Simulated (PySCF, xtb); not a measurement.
C4H4N, SMILES c1[c]cc[nH]1, multiplicity 2.

Harmonic wavenumbers (cm⁻¹) from GFN2-xTB (xtb 6.7.1) at its own minimum, in rising order: 492, 521, 598, 724, 749, 803, 811, 823, 1040, 1067, 1119, 1174, 1214, 1367, 1387, 1435, 1518, 3147, 3179, 3182, 3452.

Question: What does PBE0-D3(BJ)/def2-SVP run with PySCF give at its own minimum? (An estimate is asked for; the answer gives what the named calculation found.)

Answer: 511, 567, 649, 676, 757, 855, 856, 888, 1042, 1078, 1161, 1211, 1243, 1426, 1483, 1516, 1563, 3270, 3288, 3296, 3695. Paired by order, the mean absolute difference is 63 cm⁻¹ and the zero-point energies are 42.6 and 44.4 kcal/mol.
